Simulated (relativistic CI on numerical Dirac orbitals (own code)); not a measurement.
# Calculated levels, Tb⁶⁰⁺

Computed by Dirac-Coulomb-Breit CI, orbitals from a KLI potential per configuration, QED by a radiative potential, unscaled Slater integrals (own radial code, finite nucleus).

Configuration list (outside the closed core 1s2): 2s²2p, 2s2p², 2p³, 2p²3s, 2p²3p, 2p²3d, 2s²3s, 2s²3p, 2s²3d, 2s2p3s, 2s2p3p, 2s2p3d, 2s²4s, 2s²4p, 2s²4d, 2s²4f. Levels of other configurations are missing.

The lowest level is 2s²2p ²P°1/2, with 100 % of that term; Hund's rules for 2s²2p give ²P° with J = 1/2, in agreement.

| No. | Configuration | Term | J | E (eV) | % | Next component (%) | Landé g | Lifetime (s) |
| --- | --- | --- | --- | --- | --- | --- | --- | --- |
| 1 | 2s²2p | ²P° | 1/2 | 0.00 | 100 |  | 0.628 |  |
| 2 | 2s2p² | ⁴P | 1/2 | 218.66 | 52 | 31 ²S | 2.077 | 5.83e-11 |
| 3 | 2s²2p | ²P° | 3/2 | 814.64 | 99 | 1 2p³ ²P° | 1.306 | 1.00e-10 |
| 4 | 2s2p² | ⁴P | 3/2 | 967.06 | 91 | 7 ²D | 1.633 | 3.68e-11 |
| 5 | 2s2p² | ²D | 5/2 | 1004.86 | 61 | 39 ⁴P | 1.323 | 1.55e-10 |
| 6 | 2s2p² | ²P | 1/2 | 1066.56 | 69 | 30 ⁴P | 1.255 | 2.57e-13 |
| 7 | 2s2p² | ²D | 3/2 | 1068.40 | 63 | 36 ²P | 0.973 | 2.93e-13 |
| 8 | 2p³ | ²P° | 3/2 | 1297.64 | 47 | 27 ²D° | 1.328 | 3.80e-13 |
| 9 | 2s2p² | ⁴P | 5/2 | 1799.99 | 61 | 39 ²D | 1.417 | 1.31e-12 |
| 10 | 2s2p² | ²S | 1/2 | 1893.41 | 69 | 18 ⁴P | 1.910 | 3.19e-13 |
| 11 | 2s2p² | ²P | 3/2 | 1894.43 | 61 | 31 ²D | 1.177 | 1.77e-13 |
| 12 | 2p³ | ⁴S° | 3/2 | 2070.63 | 55 | 45 ²D° | 1.438 | 1.88e-13 |
| 13 | 2p³ | ²D° | 5/2 | 2093.06 | 100 |  | 1.170 | 2.04e-13 |
| 14 | 2p³ | ²P° | 1/2 | 2141.82 | 100 |  | 0.628 | 1.69e-13 |
| 15 | 2p³ | ²P° | 3/2 | 2924.17 | 52 | 28 ²D° | 1.287 | 1.25e-13 |
| 16 | 2s²3s | ²S | 1/2 | 7874.86 | 98 | 1 2p²3s ²S | 1.986 | 6.13e-15 |
| 17 | 2s²3p | ²P° | 1/2 | 7948.60 | 96 | 1 2s2p3s ²P° | 0.665 | 1.51e-13 |
| 18 | 2s2p3s | ⁴P° | 1/2 | 8021.20 | 85 | 13 ²P° | 2.360 | 6.92e-15 |
| 19 | 2s2p3s | ⁴P° | 3/2 | 8045.32 | 60 | 39 ²P° | 1.543 | 6.15e-15 |
| 20 | 2s2p3s | ²P° | 1/2 | 8071.84 | 94 | 5 ⁴P° | 0.715 | 8.17e-15 |
| 21 | 2s2p3p | ⁴D | 1/2 | 8083.26 | 72 | 22 ²P | 0.266 | 8.62e-15 |
| 22 | 2s2p3p | ⁴D | 3/2 | 8108.64 | 41 | 32 ²D | 1.101 | 3.22e-15 |
| 23 | 2s2p3p | ⁴P | 1/2 | 8146.31 | 47 | 30 ²S | 1.939 | 6.75e-15 |
| 24 | 2s²3p | ²P° | 3/2 | 8190.27 | 97 | 1 2p²3p ²P° | 1.325 | 9.36e-14 |
| 25 | 2s²3d | ²D | 3/2 | 8241.48 | 97 | 1 2p²3d ²D | 0.791 | 1.00e-15 |
| 26 | 2p²3s | ⁴P | 1/2 | 8283.97 | 42 | 27 ²S | 1.925 | 6.73e-15 |
| 27 | 2s²3d | ²D | 5/2 | 8306.92 | 96 | 1 2s2p3p ²D | 1.192 | 1.08e-15 |
| 28 | 2s2p3p | ⁴P | 3/2 | 8334.44 | 31 | 27 ⁴D | 1.396 | 8.79e-15 |
| 29 | 2p²3p | ²P° | 1/2 | 8344.94 | 42 | 37 ⁴D° | 0.637 | 1.39e-15 |
| 30 | 2s2p3p | ⁴D | 5/2 | 8363.53 | 44 | 37 ²D | 1.321 | 3.50e-14 |
| 31 | 2s2p3p | ²D | 3/2 | 8366.27 | 44 | 22 ²P | 1.242 | 3.87e-15 |
| 32 | 2s2p3d | ⁴F° | 3/2 | 8374.45 | 71 | 16 ²D° | 0.566 | 3.92e-15 |
| 33 | 2s2p3p | ²P | 1/2 | 8374.92 | 42 | 25 ²S | 1.382 | 2.72e-15 |
| 34 | 2s2p3d | ⁴F° | 5/2 | 8401.98 | 45 | 29 ²F° | 1.015 | 5.45e-15 |
| 35 | 2s2p3d | ²P° | 3/2 | 8418.82 | 29 | 26 ⁴D° | 1.182 | 8.09e-16 |
| 36 | 2s2p3d | ⁴D° | 1/2 | 8424.66 | 53 | 36 ²P° | 0.437 | 9.92e-16 |
| 37 | 2s2p3d | ⁴P° | 5/2 | 8451.36 | 35 | 29 ⁴D° | 1.313 | 1.06e-15 |
| 38 | 2s2p3d | ²F° | 7/2 | 8477.22 | 38 | 38 ⁴F° | 1.229 | 1.10e-15 |
| 39 | 2s2p3d | ²F° | 5/2 | 8488.56 | 50 | 24 ²D° | 1.066 | 1.10e-15 |
| 40 | 2s2p3d | ²P° | 3/2 | 8489.05 | 39 | 39 ²D° | 1.100 | 1.10e-15 |
| 41 | 2p²3p | ²P° | 3/2 | 8601.81 | 32 | 20 ⁴D° | 1.322 | 3.68e-15 |
| 42 | 2p²3d | ²D | 3/2 | 8639.36 | 41 | 33 ⁴F | 0.784 | 5.77e-15 |
| 43 | 2p²3d | ²D | 5/2 | 8717.22 | 34 | 18 ⁴D | 1.191 | 1.12e-15 |
| 44 | 2s2p3s | ⁴P° | 5/2 | 8837.68 | 100 |  | 1.573 | 8.94e-15 |
| 45 | 2s2p3s | ²P° | 3/2 | 8861.22 | 77 | 23 ⁴P° | 1.391 | 5.42e-15 |
| 46 | 2s2p3p | ⁴P | 3/2 | 8918.78 | 46 | 26 ⁴S | 1.628 | 1.00e-14 |
| 47 | 2s2p3p | ²D | 5/2 | 8921.19 | 43 | 37 ⁴D | 1.314 | 3.96e-15 |
| 48 | 2s2p3s | ²P° | 1/2 | 8923.53 | 91 | 9 ⁴P° | 0.821 | 4.77e-15 |
| 49 | 2s2p3s | ²P° | 3/2 | 8928.68 | 83 | 17 ⁴P° | 1.378 | 9.73e-15 |
| 50 | 2s2p3p | ²P | 1/2 | 8996.95 | 49 | 27 ²S | 1.244 | 4.08e-15 |
| 51 | 2s2p3p | ²D | 3/2 | 8998.57 | 62 | 21 ²P | 0.970 | 5.91e-15 |
| 52 | 2p²3s | ⁴P | 3/2 | 9074.08 | 83 | 13 ²P | 1.643 | 1.10e-14 |
| 53 | 2p²3s | ²P | 1/2 | 9082.35 | 63 | 31 ⁴P | 1.297 | 5.67e-15 |
| 54 | 2p²3s | ²D | 5/2 | 9090.53 | 61 | 34 ⁴P | 1.316 | 9.80e-15 |
| 55 | 2p²3s | ²D | 3/2 | 9098.98 | 62 | 30 ²P | 0.992 | 6.01e-15 |
| 56 | 2p²3p | ⁴P° | 1/2 | 9128.67 | 47 | 28 ⁴D° | 1.739 | 1.83e-15 |
| 57 | 2p²3p | ⁴D° | 3/2 | 9134.63 | 54 | 22 ²D° | 1.134 | 1.76e-15 |
| 58 | 2s2p3p | ⁴D | 7/2 | 9140.98 | 100 |  | 1.407 | 5.40e-13 |
| 59 | 2p²3p | ²F° | 5/2 | 9147.81 | 48 | 29 ²D° | 1.055 | 1.74e-15 |
| 60 | 2s2p3p | ²P | 3/2 | 9153.62 | 52 | 31 ⁴S | 1.470 | 4.40e-15 |
| 61 | 2s2p3p | ⁴P | 5/2 | 9170.00 | 51 | 42 ²D | 1.392 | 4.75e-15 |
| 62 | 2s2p3p | ²S | 1/2 | 9175.15 | 48 | 38 ²P | 1.386 | 2.42e-15 |
| 63 | 2p²3p | ²P° | 3/2 | 9187.41 | 42 | 26 ²D° | 1.314 | 2.44e-15 |
| 64 | 2s2p3d | ⁴D° | 5/2 | 9204.81 | 45 | 21 ²D° | 1.223 | 1.15e-15 |
| 65 | 2s2p3d | ⁴D° | 3/2 | 9210.03 | 41 | 40 ⁴P° | 1.328 | 1.08e-15 |
| 66 | 2s2p3d | ⁴F° | 7/2 | 9211.01 | 47 | 33 ²F° | 1.222 | 1.13e-15 |
| 67 | 2s2p3d | ⁴P° | 1/2 | 9213.34 | 82 | 14 ⁴D° | 2.194 | 1.22e-15 |
| 68 | 2s2p3p | ²D | 5/2 | 9228.39 | 74 | 15 ⁴D | 1.252 | 5.61e-15 |
| 69 | 2s2p3p | ²P | 3/2 | 9244.04 | 59 | 29 ²D | 1.220 | 6.04e-15 |
| 70 | 2s2p3p | ²S | 1/2 | 9247.52 | 61 | 24 ²P | 1.723 | 1.04e-13 |

Energies count from the lowest computed level; ° marks odd parity; lifetimes are radiative, by E1, M1, E2, M2 decay to levels of this space only.

The mean weight of the leading LS term, summed over parents, in these 70 levels is 62 %, and that of the leading jj configuration (from the same eigenvectors) 98 %, so jj coupling describes them better and the LS labels are nominal.

At this charge energies of transitions that change n are usually good to better than 1 %, and those within a shell (Δn = 0) to a few per cent.

LS names give the leading component of a level, which can be under half, so a name can repeat, a term be missing and a line seem to break the LS rules.
